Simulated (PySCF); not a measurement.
Level of theory: PySCF with PBE-D3(BJ)/def2-TZVP // PBE0-D4/def2-TZVP. Isolated molecules, 0 K electronic values unless said otherwise. One relaxed conformer stands for a flexible species; it need not be the lowest. Excitations are Tamm–Dancoff values on a coarser integration grid. The basis has no diffuse functions, so Rydberg states are missing or too high.

Reference species (SMILES): `NB(S)S` (S–B–S–H torsion -180°, S–B–S–H torsion 0°) (neutral, multiplicity 1).

```
Property                  Result
----------------------  --------
S1 oscillator strength     0.000
LUMO                    -0.85 eV
T1 excitation (TDA)      4.93 eV
```

Changed species: `NB(N)S` (N–B–S–H torsion 180°) (1 of 3 NH2 replaced by SH; the reference has 2 of 3 NH2 replaced by SH).

Give the shifts of the S1 oscillator strength, LUMO and T1 excitation (TDA).

the S1 oscillator strength is nearly the same; the LUMO goes up by 0.46 eV, to -0.39 eV; the T1 excitation (TDA) increases by 0.04 eV, to 4.97 eV.
